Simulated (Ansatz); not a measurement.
The same substitution along the group F, Cl, Br.

Calculated with Ansatz (gas phase, PBE0-D4/def2-TZVP geometries, no zero-point term in ΔE). CBS: MP2 limit from def2 TZ/QZ plus the TZ coupled-cluster correction, frozen cores. This one scheme is used for every species. Functionals use def2-TZVPP. B3LYP here is the variant with VWN-RPA as its local correlation; programs differ in this. For Br, Ga, Se outer-core shells are correlated without core-valence functions, which leaves a few kJ/mol of doubt a bond. Scalar relativity is left out up to krypton. One conformer a species, not always the lowest.

```csv
reaction,PBE-D4 (eV),PBE0-D4 (eV),HF/CBS(def2) (eV),B3LYP-D4 (eV)
`COB(F)OC` + `[OH][GaH][SeH]` → `C[O][GaH][SeH]` + `COB(O)F`,0.04,0.04,0.07,0.05
`COB(Cl)OC` + `[OH][GaH][SeH]` → `C[O][GaH][SeH]` + `COB(O)Cl`,0.06,0.06,0.08,0.07
`COB(Br)OC` + `[OH][GaH][SeH]` → `C[O][GaH][SeH]` + `COB(O)Br`,0.05,0.06,0.08,0.07
```

(1) Give the CCSD(T)/CBS values in the same order. (Best estimate.)

Largest T1 diagnostic: 0.013, for `C[O][GaH][SeH]`.

## Answers

(1) Computed: 0.06, 0.08, 0.09 eV.
